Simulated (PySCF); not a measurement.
C2H2F, SMILES F[C]=C (connectivity only; charge and spin as stated), charge +1, multiplicity 1. Geometry optimised at PBE-D3(BJ)/def2-TZVP. The multiplicity is an assumed one; other spin states were not compared. The isomer is the one that the SMILES or the coordinates give; other isomers of the formula were not compared.

TDDFT-CAM-B3LYP/def2-SVPD (PySCF) puts the lowest singlet excitations at 3.39, 7.89, 8.59, 10.52, 10.78, 10.94 eV.

What are the lowest excitation roots from ADC(2)/aug-cc-pVDZ in PySCF 2.14.0? (An estimate is asked for; the answer gives what the named calculation found.)

3.66, 7.98, 8.80, 10.63, 10.68, 11.75 eV. S1 differs by 0.27 eV (second minus first; roots are paired by order, and the bases may differ).
